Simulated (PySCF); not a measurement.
Polarisability and C₆ of Ti⁺ (titanium, charge +1)

[Ar] 3d2 4s1, high-spin 4F determinant. Calculation: PySCF 2.14, in def2-QZVPPD; the non-relativistic Hamiltonian (point nucleus). Coupled (time-dependent) response in atomic units; α is the mean over directions.

| method | mean α (bohr³) | C₆ (like pair) | S(−4) |
| --- | --- | --- | --- |
| CAM-B3LYP | 48.84 | 306.3 | 2094 |

S(−4) is the Cauchy moment in α(ω) = α(0) + S(−4) ω² + …

α(iu) at CAM-B3LYP:

```json
{"u (hartree)": "0", "α(iu) (bohr³)": "48.84"}
{"u (hartree)": "0.0500", "α(iu) (bohr³)": "44.17"}
{"u (hartree)": "0.100", "α(iu) (bohr³)": "34.66"}
{"u (hartree)": "0.200", "α(iu) (bohr³)": "19.78"}
{"u (hartree)": "0.300", "α(iu) (bohr³)": "12.51"}
{"u (hartree)": "0.500", "α(iu) (bohr³)": "6.816"}
{"u (hartree)": "0.750", "α(iu) (bohr³)": "4.289"}
{"u (hartree)": "1.00", "α(iu) (bohr³)": "3.102"}
{"u (hartree)": "1.50", "α(iu) (bohr³)": "1.922"}
{"u (hartree)": "2.00", "α(iu) (bohr³)": "1.324"}
{"u (hartree)": "3.00", "α(iu) (bohr³)": "0.7373"}
{"u (hartree)": "5.00", "α(iu) (bohr³)": "0.3237"}
```

A single London oscillator, α(iu) = α/(1 + u²/ω²), gives C₆ = (3/4) ω α². Matching the computed C₆ needs ω = 4 × 306.3 / (3 × 48.84²) = 0.171 hartree.

For an ion, C₆ is the dispersion term alone; charge-induced terms of lower order in 1/R come first.
